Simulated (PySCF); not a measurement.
H₉PSi₃, SMILES [SiH3]P([SiH3])[SiH3]. Atoms are numbered in the order given.

```xyz
13

Si    -1.8623     0.6379     0.2227
P      0.0000     0.0000    -0.8929
Si     1.4836     1.2938     0.2227
Si     0.3787    -1.9317     0.2227
H     -2.1911     2.0359    -0.1855
H     -1.7074     0.5898     1.7105
H     -2.9768    -0.2710    -0.1783
H      1.2537     2.7135    -0.1783
H      2.8587     0.8795    -0.1855
H      1.3645     1.1838     1.7105
H      1.7231    -2.4425    -0.1783
H     -0.6676    -2.9155    -0.1855
H      0.3429    -1.7735     1.7105
```
Charge 0, spin multiplicity 1.

Coordinates come from a r2SCAN-D4/def2-SVP optimisation.

Method: HF/def2-TZVP in PySCF.

Atomic charges (e):

```tsv
atom	Löwdin	meta-Löwdin
Si1	0.12	0.50
P2	0.13	-0.38
Si3	0.12	0.50
Si4	0.12	0.50
H5	-0.05	-0.12
H6	-0.05	-0.13
H7	-0.05	-0.12
H8	-0.05	-0.12
H9	-0.05	-0.12
H10	-0.05	-0.13
H11	-0.05	-0.12
H12	-0.05	-0.12
H13	-0.05	-0.13
```

Give the Mayer and Wiberg (Löwdin basis) orders of the bonds. (Estimate from the structure and the level; the computed values follow.)


| bond | Mayer | Wiberg |
|---|---|---|
| Si1–P2 | 1.00 | 1.24 |
| P2–Si3 | 1.00 | 1.24 |
| P2–Si4 | 1.00 | 1.24 |
| Si1–H5 | 0.97 | 0.97 |
| Si1–H6 | 0.96 | 0.97 |
| Si1–H7 | 0.97 | 0.97 |
| Si3–H8 | 0.97 | 0.97 |
| Si3–H9 | 0.97 | 0.97 |
| Si3–H10 | 0.96 | 0.97 |
| Si4–H11 | 0.97 | 0.97 |
| Si4–H12 | 0.97 | 0.97 |
| Si4–H13 | 0.96 | 0.97 |
